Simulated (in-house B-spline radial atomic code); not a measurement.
Te⁴⁺. Computed with a B-spline radial atomic code. Model: all-electron spherical atom, spin shells full or empty, radial basis limit, no spin-orbit coupling: exact exchange with a local potential (Slater, KLI or optimised effective potential, whose far tail is KLI's), no correlation.

The run also made RPA and GW results, which its time includes.

The Slater potential averages the orbital exchange potentials with the orbital densities as weights, KLI adds orbital constants, and the optimised effective potential minimises the exact-exchange energy among local potentials. So their energies lie above Hartree-Fock in the order OEP, KLI, Slater. All fall off as −1/r, unlike LDA and GGA exchange.

Command:
```bash
python run_gw.py task.json out
```
Settings (lengths in bohr, energies in hartree):
```
Z                      52
electrons              48
configuration          [Kr] 4d10 5s2
hamiltonian            nr
method                 oep
lmax                   9
spin_polarised         False
box_radius             11.96
intervals              74
ion_configuration      [Kr] 4d10 5s1
```

Time taken, with all properties: 22 s on 1 thread of Arm Neoverse N1, on a shared host.

Given: hamiltonian non-relativistic; mean-field start exchange-only OEP.

Computed: energy above Hartree-Fock 16.262 millihartree; virial ratio -E/T less 1 0.

```csv
radius (bohr),r times exchange potential (hartree bohr)
0.000962,-0.04061
0.00121,-0.051026
0.00151,-0.063582
0.0019,-0.079799
0.00238,-0.099582
0.00299,-0.12435
0.00374,-0.15418
0.0047,-0.19112
0.00589,-0.23478
0.00739,-0.28603
0.00927,-0.34389
0.0116,-0.4054
0.0146,-0.46795
0.0183,-0.52037
0.0229,-0.55048
0.0288,-0.54283
0.0361,-0.50504
0.0453,-0.52192
0.0568,-0.65723
0.0713,-0.8189
0.0894,-0.92794
0.112,-0.94724
0.141,-0.86521
0.176,-0.90513
0.221,?
0.278,-1.3204
0.348,?
0.437,-0.93721
0.548,-0.90824
0.687,-1.2981
0.862,-1.4266
1.08,-1.3407
1.36,-1.0776
1.7,-0.89854
2.13,-0.96309
2.68,-1.0202
3.36,-1.0216
```

**Question.** What belongs in the row 0.221?

**Answer.** r times exchange potential (hartree bohr): -1.1569.

**Question.** What belongs in the row 0.348?

**Answer.** r times exchange potential (hartree bohr): -1.2811.

```csv
occupied,level (hartree),Hartree-Fock level (hartree)
1s,-1118.9,-1132.5
2s,-168.98,-174.35
2p,-158.62,-163.33
3s,-35.01,-37.343
3p,?,?
3d,-22.668,-24.101
4s,?,?
4p,-5.8237,-6.516
4d,-3.3023,-3.5996
5s,-2.0033,-2.0025
```

**Question.** What belongs in the row 3p?

**Answer.** level (hartree): -30.681; Hartree-Fock level (hartree): -32.669.

**Question.** What belongs in the row 4s?

**Answer.** level (hartree): -7.3142; Hartree-Fock level (hartree): -8.2174.

| empty | level (hartree) |
| --- | --- |
| 5p | -1.6416 |
| 5d | ? |
| 6s | -0.99858 |
| 4f | -0.92243 |

**Question.** What belongs in the row 5d?

**Answer.** level (hartree): -1.1241.

The highest level, 5s, differs from Hartree-Fock by -0.022 eV and the deepest, 1s, by +370 eV: a local potential can match the highest level but can't give each shell its own exchange.
